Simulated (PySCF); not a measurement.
C₃H₇BO₂, SMILES C(=O)OB(C)C.

Geometry: B3LYP-D3(BJ)/def2-SVP. Other conformers were not sampled.

Two levels are set side by side: PBE/def2-TZVP (PySCF) and B3LYP/def2-TZVP (PySCF). Same geometry, gas phase. Differences are taken from unrounded values.

```
quantity                     B3LYP    PBE  PBE minus B3LYP
---------------------------  -----  -----  ---------------
orbital gap (eV)              6.89   4.66            -2.23
highest occupied level (eV)  -8.05  -6.66             1.39
lowest empty level (eV)      -1.16  -2.01            -0.85
dipole moment (D)             1.68   1.61            -0.07
mean polarisability (bohr³)   56.3   58.6              2.3
```

PBE's occupied levels lie high since its potential decays too fast outside the molecule; exact exchange lowers them and widens the gap. Loosely held outer electrons make PBE densities more polarisable. Differences between two approximate levels are no errors against the true value.

Rough cost on one machine, each run with all the roots and properties that it gave: B3LYP against PBE within a factor of 2.
